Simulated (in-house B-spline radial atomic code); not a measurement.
The numbers below are computed, except where a source is named.
## Softness against transferability: the 5s channel of Ru

Ru, [Kr] 4d7 5s1, non-relativistic PBE, spherical and spin-unpolarised, from a B-spline radial code for spherical atoms (atomic units). The all-electron 5s level is ε = -0.143242 hartree, its outermost node lies just inside 1.29 bohr and its outer maximum at 2.85 bohr.

Troullier-Martins pseudo-orbitals are made for several radii. The cutoffs (hartree) are the plane-wave energies beyond which the orbital holds less than the named kinetic energy per electron. The phase error is the difference, pseudo minus all-electron, of arctan(R P'/P) at R = 3.9 bohr for all radii, half a hartree below and above the level.

```
r_c (bohr)  V_l(0) (hartree)  cutoff for 10 mEh  for 1 mEh  for 0.1 mEh  phase error at ε − 0.5 (mrad)  at ε + 0.5 (mrad)
      2.13             -1.15               2.16          8           22                           -0.6              -19.7
      2.47              1.28               1.69       5.12         8.16                           -0.4               -8.7
      2.84              1.25               1.69       4.87         7.84                           -0.4               -9.5
      3.21              0.67               1.48       2.98         6.62                           -0.8              -19.6
      3.58              0.28               1.16       2.33         5.51                           -1.8              -43.8
       3.6              0.27               1.16       2.25         5.38                           -1.9              -45.7
```

**Question.** Which radius needs the lowest cutoff for 0.1 mEh while both phase errors stay within 19.8 mrad?

**Answer.** The radii within that limit are 2.13, 2.47, 2.84, 3.21 bohr; of these r_c = 3.21 needs the least, 6.62 hartree, that is 13.2 Ry or 180 eV.

**Question.** What does the larger radius buy, and what does it cost?

**Answer.** From r_c = 2.13 to 3.6 bohr the cutoff for 1 mEh goes from 8 to 2.25 hartree, a factor of 3.56, against 2.86 for a pure 1/r_c² scaling, end to end; step by step it is 8, 5.12, 4.87, 2.98, 2.33, 2.25, and for 0.1 mEh 22, 8.16, 7.84, 6.62, 5.51, 5.38; the number of plane waves goes as the cutoff to the power 3/2, here a factor of 6.7. The larger of the two phase errors is least at r_c = 2.47 bohr, 8.7 mrad; it is 19.7 at the smallest radius and 45.7 at the largest. These errors test the reference atom alone. The smallest radius lies well inside the outer maximum, where the nodeless form must bend sharply to keep the norm, so it is both harder and scatters less well than the next. Large radii also let the cores of neighbours overlap, which an atom doesn't show.
